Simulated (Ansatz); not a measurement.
Born–Oppenheimer molecular dynamics of CH₆ClGa (9 atoms, charge 0, multiplicity 1). It starts at the highest image of a converged band. Of that band: Neighbouring images differ by up to 1.9 eV, so the band resolves the path poorly. A vibrational analysis at the climbing image gives 2 clearly imaginary modes (1582i, 80i cm⁻¹): a point of higher order. A lower path may pass nearby, or the ends, which weren't checked, may share the extra mode.

Theory: Ansatz, RKS CAM-B3LYP/def2-SVP.

```
ensemble                      : NVE (velocity Verlet)
time step                     : 0.5 fs
steps asked                   : 200
starting velocities drawn for : 300 K
seed                          : 8430
```

First frame:

```xyz
9
Properties=species:S:1:pos:R:3
Ga -0.009 -0.342 0.068
C -0.073 -0.044 2.215
H -1.107 -0.021 2.585
H 0.565 -0.576 2.938
H 0.310 0.987 2.177
H 1.331 0.026 -0.592
Cl -1.959 0.139 -0.707
H -0.027 -2.013 0.587
H -0.041 -1.315 1.419
```

Question: How far do the bonds stretch over the last three quarters of this one trajectory? (Pairs bonded in most of those frames.)

Answer: 
| bond | mean (Å) | spread (Å) | shortest | longest |
| --- | --- | --- | --- | --- |
| Ga1–C2 | 1.950 | 0.084 | 1.85 | 2.09 |
| Ga1–H6 | 1.573 | 0.037 | 1.51 | 1.64 |
| Ga1–Cl7 | 2.170 | 0.011 | 2.16 | 2.19 |
| C2–H3 | 1.102 | 0.022 | 1.07 | 1.14 |
| C2–H4 | 1.102 | 0.016 | 1.07 | 1.13 |
| C2–H5 | 1.106 | 0.017 | 1.08 | 1.15 |
| H8–H9 | 0.771 | 0.043 | 0.71 | 0.83 |

Mean temperature of the second half: 1559 K. The conserved energy stayed within 0.21 meV per atom of its start (net change -0.058 meV per atom), so the integration is sound. The kinetic energy rose, since the run started high on the potential surface and went downhill. It ends in pieces (CH4ClGa + H2), so much of that is their flight and rotation, not heat. A run of 0.1 ps of so small a system gives no equilibrium averages. The orbitals stay closed-shell, which can raise the energy where a bond breaks towards radicals; this wasn't checked here.

The run took 5.3 min on 4 threads of Intel(R) Xeon(R) Platinum 8259CL CPU @ 2.50GHz (Skylake/Cascade Lake), with other jobs on the host, peak memory 0.26 GiB.
